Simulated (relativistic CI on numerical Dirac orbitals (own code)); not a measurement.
**Tc2+: M2,3 absorption edge**

Computed with this model: Dirac-Coulomb-Breit CI, separate exchange-only KLI orbitals for each configuration, model QED (radiative potential, 1s self-energy scaled to tabulated hydrogen-like ionisation energies), valence Slater integrals scaled by 0.7, multiplet model of core-to-valence dipole absorption; configurations [Kr] 4d5 → [Ne] 3s2 3p5 3d10 4s2 4p6 4d6; 300 K; Lorentzian 2 eV and Gaussian 0.4 eV FWHM. Energies are those of the free ion, without screening or charge transfer. The branching ratio is the share of the lower-energy edge in the whole absorption, uncertain by about 0.02 where the edges overlap. S is read from ⟨S²⟩ = S(S + 1).

Field parameters in Wybourne normalisation: D3d B²₀ = −7Dσ, B⁴₀ = −14Dq − 21Dτ, B⁴₃ = −14√(10/7) Dq. The field is a parameter set, without covalency.

Computed curve for D3d, 10Dq = 18250, Dσ = -1200, Dτ = 60 cm⁻¹, scaled to 100 at the maximum (points under 2 are left out and the grid is thinned):

(Energy (eV), Intensity): (422.75, 2.0), (423.25, 2.3), (423.75, 2.6), (424.25, 3.0), (424.50, 3.2), (425.00, 3.8), (425.50, 4.5), (426.00, 5.5), (426.50, 6.8), (427.00, 8.7), (427.50, 11.4), (428.00, 15.8), (428.25, 18.9), (428.75, 28.2), (429.25, 42.1), (429.75, 56.2), (430.25, 67.9), (430.75, 85.5), (431.25, 100.0), (431.50, 99.1), (432.00, 81.9), (432.50, 59.6), (433.00, 41.5), (433.50, 28.4), (434.00, 19.9), (434.50, 14.4), (434.75, 12.5), (435.25, 9.6), (435.75, 7.6), (436.25, 6.2), (436.75, 5.1), (437.25, 4.3), (437.75, 3.6), (438.25, 3.2), (438.50, 3.0), (439.00, 2.6), (439.50, 2.3), (440.00, 2.1), (446.25, 2.0), (446.75, 2.3), (447.25, 2.8), (447.50, 3.1), (448.00, 3.9), (448.50, 5.3), (449.00, 7.5), (449.50, 10.8), (450.00, 14.3), (450.50, 18.9), (450.75, 22.1), (451.25, 27.9), (451.75, 27.6), (452.25, 21.6), (452.75, 15.2), (453.25, 10.5), (453.75, 7.3), (454.25, 5.1), (454.50, 4.4), (455.00, 3.4), (455.50, 2.7), (456.00, 2.2)

The ground state has S = 0.53, and the centroid lies at 435.43 eV.
